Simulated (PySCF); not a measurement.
Ga(OH)2(SeH) (GaH₃O₂Se), SMILES [OH][Ga]([OH])[SeH]. Atoms are numbered in the order given.

```xyz
7

Ga    -0.0040     0.7617     0.0000
O     -1.4362     1.8562     0.0000
H     -2.2826     1.3730     0.0000
O      1.6027     1.5684     0.0000
H      1.4937     2.5385     0.0000
Se    -0.0544    -1.5691     0.0000
H      1.4316    -1.5705     0.0000
```

Coordinates come from a PBE-D3(BJ)/def2-SVP optimisation. The structure was generated by enumeration; whether it is a known compound was not checked. One conformer was computed; it need not be the lowest.

These are PBE0/pcSseg-1 (PySCF) values and carry that method's errors.

GIAO shieldings, no solvent; atoms listed in one row are averaged. δ = σ(ref) − σ: ¹⁷O against H2O (σ = 334.2 ppm); ¹H against TMS (σ = 31.56 ppm); ⁷⁷Se against Me2Se (σ = 1740.1 ppm), references at their B3LYP-D3(BJ)/def2-TZVP geometries, non-relativistic.

Computed chemical shifts:
```json
[
 {"nucleus": "¹⁷O", "atoms": "O2", "count": "1", "δ (ppm)": "83.6"},
 {"nucleus": "¹⁷O", "atoms": "O4", "count": "1", "δ (ppm)": "65.9"},
 {"nucleus": "¹H", "atoms": "H3", "count": "1", "δ (ppm)": "2.94"},
 {"nucleus": "¹H", "atoms": "H5", "count": "1", "δ (ppm)": "2.61"},
 {"nucleus": "¹H", "atoms": "H7", "count": "1", "δ (ppm)": "1.54"},
 {"nucleus": "⁷⁷Se", "atoms": "Se6", "count": "1", "δ (ppm)": "-480.5"}
]
```
